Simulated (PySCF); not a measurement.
**[AuBr2]+: bending curve**

Computed with UB3LYP in PySCF with Au def2-SVP with ECP60, Br def2-SVP; scalar-relativistic core potentials, no spin–orbit coupling; density-fitted integrals.

Rigid scan from the triplet minimum (Au–Br 2.353 Å (×2); Br–Au–Br 180.0°). Coordinate: the Br–Au–Br angle, bonds fixed. Energies in kJ/mol from the minimum.

```
bond angle (°)  E (kJ/mol)  dipole size (D, about the centre of mass)  ⟨S²⟩
            80       127.5                                       0.43  2.01
            90       102.7                                       0.38  2.01
           100        86.1                                       0.24  2.01
           110        71.7                                       0.06  2.01
           120        57.7                                       0.11  2.01
           130        44.0                                       0.24  2.01
           140        30.8                                       0.31  2.01
           150        18.8                                       0.31  2.01
           160         8.9                                       0.25  2.01
           170         2.3                                       0.14  2.01
           180         0.0                                       0.00  2.01
```

Open d and f shells are described by one determinant, and the ground state may have another occupation or spin. With an element this heavy the missing spin–orbit coupling can shift these numbers.

Other isomers or separated fragments may lie lower.
